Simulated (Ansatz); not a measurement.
Consider the ligand exchange at a Ga–C bond: `[NH2][GaH][CH]=O` + silanol → `[NH2][GaH][O][SiH3]` + `C=O`.

Gas-phase electronic energies from Ansatz, PBE0-D4/def2-TZVP geometries. CBS: MP2 limit from def2 TZ/QZ plus the TZ coupled-cluster correction, frozen cores. This one scheme is used for every species. DFT in def2-TZVPP. For Ga outer-core shells are correlated without core-valence functions, which leaves a few kJ/mol of doubt a bond. Scalar relativity is left out up to krypton. One conformer a species, not always the lowest.

```json
{"level": "r2SCAN-D4", "ΔE (kJ/mol)": "-96.7"}
{"level": "HF/def2-SVP", "ΔE (kJ/mol)": "-126.9"}
```

**Question.** What does CCSD(T)/CBS give? (Estimate.)

**Answer.** The calculation gave: -101.5 kJ/mol. The listed levels differ from it by 4.8, -25.4 kJ/mol.

Largest T1 diagnostic among the species: 0.016.

From BLYP to BHLYP (50 % exact exchange), in def2-TZVPP and without D4, ΔE moves by −19.0 kJ/mol. Leaving LDA and LC-ωPBE aside and taking each functional with its dispersion term where it has one, the values, not all of them listed here, spread over 25.9 kJ/mol, from BHLYP-D4 to PBE-D4.
